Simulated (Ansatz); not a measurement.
System: sum formula H$_{5}$BSiO$_{3}$ (charge 0, singlet). SMILES: O([SiH3])B(O)O
Coordinates optimised at B3LYP-D3(BJ)/def2-TZVP (Ansatz, a first-principles code):
```
O
B 1 1.3589
O 2 1.3705 1 117.23
H 3 0.9598 2 115.93 1 180.00
O 2 1.3784 1 117.91 3 180.00
H 5 0.9599 2 116.65 1 -180.00
Si 1 1.6507 2 132.96 3 180.00
H 7 1.4772 1 106.69 2 -180.00
H 7 1.4802 8 109.65 1 -119.88
H 7 1.4802 8 109.65 9 -120.25
```

Quantity: atomisation energy (electronic, to ground-state atoms); the coupled-cluster value holds the core correlation from cc-pwCVTZ, in kcal/mol. Correlated levels leave the core frozen unless marked. Open shells are spin-unrestricted. Spin-orbit coupling is left out. No relativistic terms. CBS(X,Y): correlation extrapolated as X^-3; Hartree-Fock from the larger set.

Level to compare with: CCSD(T)/CBS(aug-cc-pV(T+d)Z,aug-cc-pV(Q+d)Z) plus the core term (Ansatz), 965.5 kcal/mol. It is a level with limits of its own, and the differences hold the functionals' basis error too.

Rank these functionals by how close they come to CCSD(T)/CBS(aug-cc-pV(T+d)Z,aug-cc-pV(Q+d)Z), closest first: BHLYP/def2-TZVPD (Ansatz); PBE/def2-TZVPD (Ansatz); LC-wPBE/def2-TZVPD (Ansatz).

PBE/def2-TZVPD (GGA, 963.2 kcal/mol, difference -2.3), LC-wPBE/def2-TZVPD (range-separated hybrid, 952.3 kcal/mol, difference -13.2), BHLYP/def2-TZVPD (global hybrid, 921.5 kcal/mol, difference -44.0)
